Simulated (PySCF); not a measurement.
# Static response to an electric field

C5H12Si.
SMILES with atom numbers: `[CH3:1][CH2:2][CH2:3][C@@H:4]1[CH2:5][SiH2:6]1` (hydrogens: H7, H8, H9 on C1; H10, H11 on C2; H12, H13 on C3; H14 on C4; H15, H16 on C5; H17, H18 on Si6)

Structure used (GFN2-xTB), in Å, numbered top down from 1:
```
atom  x, y, z in Å
C1    -2.6612    0.0542    0.6652
C2    -1.4139   -0.1893   -0.1747
C3    -0.2030    0.5843    0.3507
C4     1.0332    0.2973   -0.4690
C5     1.7166   -1.0621   -0.2580
Si6    2.7779    0.4073    0.2437
H7    -2.4939   -0.2519    1.6959
H8    -3.5035   -0.5101    0.2709
H9    -2.9238    1.1101    0.6614
H10   -1.6073    0.1093   -1.2078
H11   -1.1797   -1.2561   -0.1790
H12   -0.0231    0.3064    1.3920
H13   -0.4238    1.6553    0.3264
H14    0.8953    0.5631   -1.5130
H15    1.2779   -1.6877    0.5074
H16    1.9417   -1.6310   -1.1495
H17    3.8650    0.8127   -0.6282
H18    2.9167    0.6947    1.6596
```

Level: CAM-B3LYP/def2-SVPD (PySCF), static field, nuclei fixed, core orbitals frozen in the response. The polarisability tensor in these axes (au):

```
x   109.32   5.29   1.36
y     5.29  79.10   3.14
z     1.36   3.14  77.06
```

Diagonalise the tensor; give its mean and Δα, where Δα² is half the sum of the squared differences of the eigenvalues.

Principal values 74.65, 80.50 and 110.32 au; mean 88.49 au = 13.11 Å³ = 14.59 × 10⁻⁴⁰ C²·m²/J; Δα = 33.14 au (37 % of the mean).

What is the dipole moment?

0.12 D at this geometry.

Estimate the molar refractivity from the static electronic polarisability.

Lorentz–Lorenz: R = (4π/3)N_A α = 2.5225 cm³/(mol·Å³) × 13.11 Å³ = 33.1 cm³/mol, in the limit of long wavelengths.

Sum over states: ᾱ = Σ f/ω², ω in Eh. What share falls to these 8 lowest TDDFT singlets (eV, f)? 6.22, 0.2262; 6.29, 0.0008; 6.77, 0.0426; 6.89, 0.0155; 7.16, 0.0093; 7.36, 0.0082; 7.55, 0.0125; 7.66, 0.0041.

They add up to 5.74 au, 6.5 % of the 88.49 au; the largest single term is 4.34 au, from the state at 6.22 eV. Terms in order: 4.34, 0.01, 0.69, 0.24, 0.13, 0.11, 0.16, 0.05 au. Higher excitations give the rest. The strengths listed sum to 0.319.

Traceless (Buckingham) quadrupole moment about the centre of nuclear charge: eigenvalues?

-1.60, 0.39, 1.21 D·Å. The values depend on the origin, since the dipole doesn't vanish. The electronic extent ⟨r²⟩ about the same centre is 1098 bohr², a root-mean-square distance of 2.34 Å for the 56 electrons.

Along which axes do the principal values lie, and how far do the nuclei extend along each?

Largest value along (0.98, 0.17, 0.06), where the nuclei span 7.42 Å; middle along (-0.17, 0.76, 0.63), 4.04 Å; least along (0.06, -0.63, 0.78), 3.00 Å. The response follows the extents in order.

Geometry: GFN2-xTB, one conformer, isolated molecule.

The run behind these numbers computed excited states as well. On Arm Neoverse N1, one thread, no GPU (shared host), this took 83 s and 1.0 GiB of memory at its peak.
